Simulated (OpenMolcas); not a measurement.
Computed levels of 4s2 4p2 in ions with 32 electrons, in cm-1 above 3P0.

```json
{
  "Program": "OpenMolcas",
  "Method": "CASSCF",
  "Basis": "ANO-RCC-VTZP",
  "Scalar Hamiltonian": "DKH2, point nucleus",
  "Spin-orbit coupling": "RASSI with atomic mean-field integrals over the reference wave functions, term energies averaged over their components"
}
```

Active space for each ion: 2 electrons in 3 orbitals (4p).

```tsv
Level	Ge	Se2+	Kr4+
3P1	475	1490	3211
3P2	1261	3606	7056
1D2	9520	15447	21960
1S0	22241	34196	45631
```

**Question.** Estimate 3P2, 1D2, 1S0 for Br3+ from its neighbours Se2+ and Kr4+.

**Answer.** 3P2 is fine structure, which grows about as the fourth power of a screened charge, so the fourth roots are averaged: ((3606^0.25 + 7056^0.25) / 2)^4 = 5116. The calculation gives 5238, so the estimate is off by -2.3 %.
1D2 is another term, which grows about linearly with the charge: (15447 + 21960) / 2 = 18704. The calculation gives 18590, so the estimate is off by +0.6 %.
1S0 is another term, which grows about linearly with the charge: (34196 + 45631) / 2 = 39914. The calculation gives 39849, so the estimate is off by +0.2 %.

With the s shell closed, the reference lacks s² → p² mixing. Without dynamic correlation excited terms often stand tens of per cent too high (terms of higher spin than the ground term too low), and those without a measured partner can miss by more than the paired ones (holds for Ge). Levels of configurations outside the active space are missing.
